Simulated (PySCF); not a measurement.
## Radial density of V (vanadium, neutral)

BP86, [Ar] 3d2 4s2 4p1, one real determinant (an excited configuration). Calculation: PySCF 2.14, in aug-cc-pVDZ (7s6p4d2f, 59 functions); no relativity, point nucleus.

```
r (bohr)  4πr²ρ (e/bohr)  4πr²(ρα − ρβ)
 0.00118          0.1362         0.0000
 0.00199          0.3712         0.0000
 0.00335          0.9868         0.0000
 0.00563           2.514         0.0001
 0.00947           5.963         0.0003
  0.0159           12.56         0.0006
  0.0268           21.69         0.0012
  0.0450           27.31         0.0024
  0.0758           23.14         0.0071
   0.127           21.96         0.0272
   0.214           29.74         0.1080
   0.361           16.73         0.4732
   0.607           9.397         1.3371
    1.02           9.847         1.5289
    1.72           2.507         0.7098
    2.89           1.149         0.3687
    4.85          0.3459         0.1674
    8.17         0.01678         0.0126
    13.7       0.0001852         0.0001
```

⟨L²⟩ = 13.98 against 20 for a pure G term, so this real determinant mixes terms.
